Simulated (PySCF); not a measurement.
HS₂, SMILES [S]S, multiplicity 2. The structure is a stationary point at PBE-D3(BJ)/def2-TZVP. The isomer is the one that the SMILES or the coordinates give; other isomers of the formula were not compared.

Computed equilibrium geometry at PBE-D3(BJ)/def2-TZVP (PySCF confirms it by a frequency run) as bond lengths and angles, and its point group:
point group Cs.
Atoms: S1 S2 H3. Bond lengths (Å): S1–S2 1.975, S2–H3 1.372. Bond angles (°): S1–S2–H3 102.5.
Charge 0, spin multiplicity 2.
